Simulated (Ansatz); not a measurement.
Complex (SMILES): N (NH3) with F (HF), atoms 1 to 4 the first; geometry from B3LYP-D3(BJ)/def2-TZVP, monomers rigid:
```xyz
6

N     -0.5698    -0.2403    -0.1194
H     -0.4344     0.5969    -0.6751
H     -0.4917     0.0187     0.8578
H      0.1864    -0.8813    -0.3329
F     -2.9138    -1.3411    -0.6221
H     -2.0588    -0.9396    -0.4388
```

Interaction energy at B3LYP with Ansatz (a quantum-chemistry and plane-wave program), kcal/mol, without and with the counterpoise correction (monomers among the partner's ghost functions). Cartesian d functions, on some or all atoms, in 6-31G**; all else is spherical. The program fits the integrals of some runs and decomposes those of others, by size. No added dispersion term, no relativity. Reference, counterpoise-corrected: the value in aug-pcseg-3, -13.87.

```
basis              functions  uncorrected
-----------------  ---------  -----------
3-21G                     26       -21.35
def2-SV(P)                36       -18.09
cc-pVDZ                   48       -16.70
6-31G**                   50       -15.45
def2-SVPD                 75       -15.32
def2-TZVP                 86       -14.77
def2-TZVPD               113       -14.01
pcseg-2                  116       -14.34
6-311++G(3df,3pd)        150       -14.19
aug-cc-pVTZ              184       -13.95
pcseg-3                  252       -13.91
aug-cc-pVQZ              344       -13.92
```

Task: How large is the counterpoise correction in each set?

Result: 3-21G 4.82, def2-SV(P) 3.37, cc-pVDZ 4.23, 6-31G** 1.67, def2-SVPD 1.07, def2-TZVP 1.08, def2-TZVPD 0.21, pcseg-2 0.56, 6-311++G(3df,3pd) 0.39, aug-cc-pVTZ 0.08, pcseg-3 0.05, aug-cc-pVQZ 0.05 kcal/mol. The corrected value lies nearer the reference in 12 of 12 rows.
